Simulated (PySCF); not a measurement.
**Si⁺: ionisation energy**

Si⁺ [Ne] 3s2 3p1 (2P) → Si²⁺ [Ne] 3s2 (1S), as a difference of total energies. All numbers are calculated (PySCF 2.14, the non-relativistic Hamiltonian (point nucleus), in aug-cc-pV(Q+d)Z (7s6p5d3f2g, 89 functions)). Correlated levels: valence: [Ne] frozen. The calculations carry no spin-orbit coupling.

```json
{"method": "UHF", "ionisation energy (eV)": "15.845", "plus first-order spin-orbit estimate": "15.865", "error of that sum (eV)": "-0.481"}
{"method": "LDA", "ionisation energy (eV)": "16.368", "plus first-order spin-orbit estimate": "16.389", "error of that sum (eV)": "+0.043"}
{"method": "PBE", "ionisation energy (eV)": "16.413", "plus first-order spin-orbit estimate": "16.433", "error of that sum (eV)": "+0.087"}
{"method": "PBE0", "ionisation energy (eV)": "16.438", "plus first-order spin-orbit estimate": "16.458", "error of that sum (eV)": "+0.112"}
{"method": "r2SCAN", "ionisation energy (eV)": "16.539", "plus first-order spin-orbit estimate": "16.560", "error of that sum (eV)": "+0.214"}
{"method": "MN15", "ionisation energy (eV)": "16.222", "plus first-order spin-orbit estimate": "16.242", "error of that sum (eV)": "-0.104"}
{"method": "BLYP", "ionisation energy (eV)": "16.249", "plus first-order spin-orbit estimate": "16.270", "error of that sum (eV)": "-0.076"}
{"method": "M06", "ionisation energy (eV)": "16.184", "plus first-order spin-orbit estimate": "16.205", "error of that sum (eV)": "-0.141"}
{"method": "B2PLYP", "ionisation energy (eV)": "16.256", "plus first-order spin-orbit estimate": "16.276", "error of that sum (eV)": "-0.070"}
{"method": "MP2 (valence)", "ionisation energy (eV)": "16.137", "plus first-order spin-orbit estimate": "16.157", "error of that sum (eV)": "-0.189"}
{"method": "SCS-MP2 (valence)", "ionisation energy (eV)": "16.129", "plus first-order spin-orbit estimate": "16.149", "error of that sum (eV)": "-0.197"}
```

Reference: 16.346 eV (measured; NIST Atomic Spectra Database, ionization energies).

A first-order spin-orbit estimate (lowest level to lowest level, LS coupling) adds 0.020 eV.

Errors of the correlated levels include the incompleteness of this basis and the frozen core.
